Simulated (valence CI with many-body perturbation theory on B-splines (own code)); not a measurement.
**Level structure of Cs XXV**

Computed by relativistic CI+MBPT: three valence electrons over a frozen Dirac-Fock core [Ar] 3d10, a basis of 11 s, 11 p, 10 d, 8 f, 5 g, 2 h functions for each j, with the one-electron correlation potential Σ1, the two-electron term Σ2, the three-electron term Σ3, Breit, model QED; selected CI, second order for the rest, scaled by the run's own slope (own B-spline code, finite nucleus).

No measured spectrum was set against this ion. As an estimate, levels hold to about 250 cm⁻¹ or 0.2 % of their energy and the worst to 1 %, as in measured heavy ions of charge 2 to 7; those with d or f electrons hold less well.

Levels 91 to 135 of 177, with energies above the lowest level, 4s²4p ²P°_1/2. "Leading %" is the weight of the configuration and term that name the level; weights of strongly mixed levels are sums over their largest components and can fall short, so below about 35 % the name and the second component can differ from the true leading terms, or belong to a minority configuration. In the jj column 3d3/2^4 stands for four electrons in 3d with j = 3/2.

```csv
No.,Configuration,Term,J,E (eV),Leading %,Leading jj,g,Second component
91,4s4p4f,⁴F,9/2,282.55,44,4s 4p3/2 4f7/2 (45 %),1.294,32 % 4s4d² ⁴F
92,4s4p4f,⁴F,7/2,282.58,52,4s 4p3/2 4f5/2 (50 %),1.231,18 % 4s4d² ⁴F
93,4s4p4f,⁴D,5/2,283.10,49,4s 4p3/2 4f5/2 (40 %),1.231,22 % 4s4p4f ⁴F
94,4s4p4f,⁴D,3/2,283.21,80,4s 4p3/2 4f5/2 (82 %),1.056,13 % 4s4p4f ⁴F
95,4s4p4f,⁴D,1/2,283.37,99,4s 4p3/2 4f5/2 (99 %),-0.002,
96,4s4d²,²F,5/2,285.60,54,4s 4d3/2 4d5/2 (36 %),0.888,24 % 4s4p4f ²F
97,4s4p4f,²F,7/2,285.97,44,4s 4p3/2 4f7/2 (57 %),1.089,13 % 4s4p4f ²G
98,4s4d²,²F,7/2,287.59,55,4s 4d5/2^2 (36 %),1.136,27 % 4s4p4f ²F
99,4s4p4f,²F,5/2,288.55,34,4s 4p3/2 4f7/2 (35 %),1.038,22 % 4s4p4f ²D
100,4s4d²,²P,1/2,290.69,50,4s 4d3/2 4d5/2 (44 %),1.234,36 % 4s4d² ²S
101,4s4p4f,²G,9/2,292.69,86,4s 4p3/2 4f7/2 (58 %),1.110,10 % 4s4d² ²G
102,4s4d²,²P,3/2,294.01,46,4s 4d3/2 4d5/2 (40 %),1.100,31 % 4s4p4f ²D
103,4s4d²,²S,1/2,294.66,54,4s 4d5/2^2 (71 %),1.462,35 % 4s4d² ²P
104,4s4p4f,²D,3/2,295.14,37,4s 4d5/2^2 (45 %),1.002,33 % 4s4d² ²P
105,4s4p4f,²F,7/2,299.12,44,4s 4p3/2 4f5/2 (31 %),1.098,24 % 4s4d² ²F
106,4s4p4f,²D,3/2,299.13,81,4s 4p3/2 4f5/2 (76 %),0.797,9 % 4p²4d ²D
107,4s4p4f,²D,5/2,299.34,49,4s 4p3/2 4f7/2 (51 %),1.080,20 % 4s4p4f ²F
108,4s4p4f,²G,9/2,299.39,59,4s 4p3/2 4f7/2 (44 %),1.121,29 % 4s4d² ²G
109,4s4p4f,²D,5/2,299.67,46,4s 4p3/2 4f7/2 (40 %),1.057,25 % 4s4p4f ²F
110,4s4p4f,²G,7/2,301.53,58,4s 4p3/2 4f5/2 (38 %),0.925,24 % 4s4d² ²G
111,4s²5s,²S,1/2,308.40,98,4s^2 5s (98 %),2.001,
112,4p4d²,⁴G°,5/2,316.99,41,4p1/2 4d3/2^2 (65 %),0.733,21 % 4p4d² ²F°
113,4p²4f,⁴G°,7/2,321.85,16,4p1/2^2 4f7/2 (71 %),1.099,16 % 4p²4f ²F°
114,4p4d²,⁴G°,7/2,324.42,55,4p1/2 4d3/2 4d5/2 (80 %),1.016,8 % 4p4d² ²G°
115,4p4d²,⁴G°,5/2,324.84,40,4p1/2 4d3/2 4d5/2 (48 %),0.856,9 % 4p²4f ²D°
116,4p4d²,²H°,9/2,326.61,39,4p1/2 4d3/2 4d5/2 (77 %),1.020,18 % 4p4d² ²G°
117,4p²4f,⁴G°,5/2,327.25,25,4p1/2 4d3/2 4d5/2 (35 %),0.959,17 % 4p4d² ²F°
118,4p4d²,²D°,3/2,327.59,43,4p1/2 4d3/2 4d5/2 (80 %),0.931,24 % 4p4d² ⁴D°
119,4p4d²,⁴D°,1/2,329.33,82,4p1/2 4d3/2^2 (70 %),0.131,15 % 4p4d² ²P°
120,4p4d²,⁴P°,1/2,329.97,58,4p1/2 4d3/2 4d5/2 (83 %),2.277,35 % 4p4d² ²S°
121,4p4d²,⁴G°,9/2,331.38,51,4p1/2 4d5/2^2 (63 %),1.138,10 % 4p4d² ²H°
122,4p4d²,⁴D°,7/2,331.54,19,4p1/2 4d5/2^2 (61 %),1.193,14 % 4p²4f ⁴D°
123,4p4d²,⁴F°,3/2,331.82,40,4p1/2 4d3/2^2 (79 %),0.841,11 % 4p4d² ⁴D°
124,4p4d²,²F°,5/2,333.84,27,4p1/2 4d3/2 4d5/2 (38 %),1.045,18 % 4p4d² ⁴D°
125,4s²5p,²P°,1/2,334.44,97,4s^2 5p1/2 (97 %),0.666,
126,4p4d²,⁴D°,3/2,335.01,43,4p1/2 4d5/2^2 (41 %),1.088,23 % 4p4d² ²D°
127,4p²4f,⁴F°,7/2,335.94,18,4p1/2 4d3/2 4d5/2 (40 %),1.124,17 % 4p²4f ⁴G°
128,4p4d²,⁴D°,5/2,335.96,36,4p1/2 4d3/2 4d5/2 (43 %),1.230,16 % 4p4d² ⁴P°
129,4p²4f,²H°,11/2,336.87,40,4p1/2 4p3/2 4f7/2 (67 %),1.165,28 % 4p²4f ⁴G°
130,4p²4f,²G°,7/2,337.17,70,4p1/2 4p3/2 4f5/2 (55 %),0.966,6 % 4p²4f ²F°
131,4p4d²,⁴P°,3/2,337.62,56,4p1/2 4d3/2 4d5/2 (54 %),1.658,19 % 4p4d² ⁴S°
132,4p²4f,⁴G°,9/2,338.20,43,4p1/2 4p3/2 4f7/2 (50 %),1.134,11 % 4p²4f ²H°
133,4p²4f,²D°,5/2,338.69,36,4p1/2 4p3/2 4f5/2 (51 %),0.992,24 % 4p²4f ²F°
134,4p²4f,⁴G°,7/2,338.84,37,4p1/2 4p3/2 4f5/2 (40 %),1.103,17 % 4p²4f ⁴D°
135,4p²4f,²G°,9/2,339.43,51,4p1/2 4p3/2 4f7/2 (82 %),1.200,40 % 4p²4f ⁴F°
```

Names give the largest LS component (configuration and term), which can be under half, so a name can repeat, a term be missing and a line seem to break the LS rules; names also repeat where a configuration has a term twice.

Where two levels of one J and parity lie close, their mixing, g and order are uncertain.
